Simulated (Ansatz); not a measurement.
One elementary step

Start structure (SiH6Se, singlet), relaxed at PBE0-D4/def2-TZVP:

| atom | x (Å) | y (Å) | z (Å) |
| --- | --- | --- | --- |
| Si1 | -0.4598 | -0.7442 | -1.1476 |
| H2 | -0.9471 | -1.0896 | 0.2116 |
| H3 | 1.0025 | -0.9773 | -1.2355 |
| H4 | -1.1508 | -1.6117 | -2.1391 |
| H5 | -0.7700 | 0.6752 | -1.4489 |
| H6 | 1.1776 | 0.3426 | 2.4003 |
| Se7 | 1.2546 | 1.4975 | 1.4992 |
| H8 | -0.1067 | 1.9077 | 1.8600 |

The step: H₂Se + SiH₄ → SiH₄Se ([SiH3][SeH]) + H₂; bonds formed: Si1–Se7, H2–H6; bonds broken: Si1–H2, H6–Se7. Ansatz 0.2.0; basis: def2-TZVPP and def2-QZVPP; cores frozen in the correlated methods. Filled d shells of the heavier atoms are correlated. The def2 sets are not built for correlating such inner shells, so the correlated values are less sure here. Extrapolation: Hartree–Fock as exp(−7.88 √X), correlation as X^−2.97. Energies below are by CCSD(T) at an estimated basis limit (MP2 extrapolated from triple and quadruple zeta, plus CCSD(T) − MP2 in triple zeta).

Task: What are the electronic barrier and the energy of the step, from the start structure to the end structure? (An estimate is asked for; the value comes from the calculation.)

Result: By the calculation: Barrier 49.56 kcal/mol; step energy -8.78 kcal/mol (downhill); reverse barrier, their difference, 58.34 kcal/mol. Barrier and step energy count from the start structure, the reverse barrier from the end structure.

The saddle point: One imaginary mode of 1197i cm⁻¹.
```csv
pair,start (Å),saddle (Å),end (Å)
Si1–Se7,3.87,2.68,2.28
H2–H6,3.37,0.96,0.75
Si1–H2,1.48,1.71,3.92
H6–Se7,1.47,1.85,3.30
```

Zero-point energy (harmonic, PBE0-D4): ZPE is 28.82 kcal/mol at the start and 28.55 kcal/mol at the saddle, so the barrier goes from 49.56 to 49.29 kcal/mol.

No T1 diagnostic of these runs exceeds 0.012.

Labels in which every atom is bracketed show which atoms are joined, not bond orders.

For scale, one of the runs: CCSD(T)/def2-TZVPP, 174 basis functions, launched by `ansatz run in.yaml --threads 2 --pin off --events-out ev --progress --plain --max-ram 4352MiB`. The run took 39 s on 2 CPU threads of an Arm Neoverse V1 (shared host), with 1.5 GiB of host memory at its peak.
